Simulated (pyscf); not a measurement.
## `[F][InH][Cl]`, singlet

Gas-phase minimum from PySCF at ωB97X-D3(BJ)/def2-SVP, one conformer. 

```xyz
4

F      1.9526     0.4273    -0.9929
In     0.5128    -0.2825     0.1153
Cl     1.2242    -0.4773     2.3175
H     -1.0103    -0.6820    -0.5079
```

Bonds (Å): F1–In2 1.951, In2–Cl3 2.322, In2–H4 1.693. Angles (°): F1–In2–Cl3 110.1, F1–In2–H4 122.7, Cl3–In2–H4 127.2.

Properties at ωB97X-D3(BJ)/def2-SVP:

```json
{
 "harmonic_wavenumbers_unscaled": "135, 389, 402, 461, 631, 1932 cm⁻¹",
 "zero_point_energy": "5.6 kcal/mol",
 "rotational_symmetry_number": "1",
 "Entropy of this conformer at 298 K and 1 atm, rigid rotor and harmonic oscillator, modes under 100 cm⁻¹ raised to 100": "306.9 J/(mol K)",
 "dipole_moment": "2.99 D"
}
```

Single-point totals, which compare only within one level (frozen core for MP2 and CC):

```
level                   total energy (hartree)
----------------------  ----------------------
ωB97X-D3(BJ)/def2-TZVP              -750.99306
PBE/def2-TZVP                       -750.62887
r²SCAN/def2-TZVP                    -750.91159
B3LYP-D3(BJ)/def2-TZVP              -750.99852
PBE0-D3(BJ)/def2-TZVP               -750.66434
M06-2X/def2-TZVP                    -750.79154
ωB97M-D3(BJ)/def2-TZVP              -751.00561
HF/def2-TZVPP                       -748.86666
MP2/def2-TZVPP                      -749.58723
CCSD/def2-TZVPP                     -749.60053
CCSD(T)/def2-TZVPP                  -749.62463
```

The CCSD(T) − MP2 part came from Ansatz, without density fitting, on the same reference. The frozen core leaves the outer d or s,p core shells of the metals and heavy elements correlated in the MP2 and CC values, and def2-TZVPP describes them poorly, so these totals are far from the basis limit. Elements past Kr carry the def2 core potentials, without spin-orbit coupling.
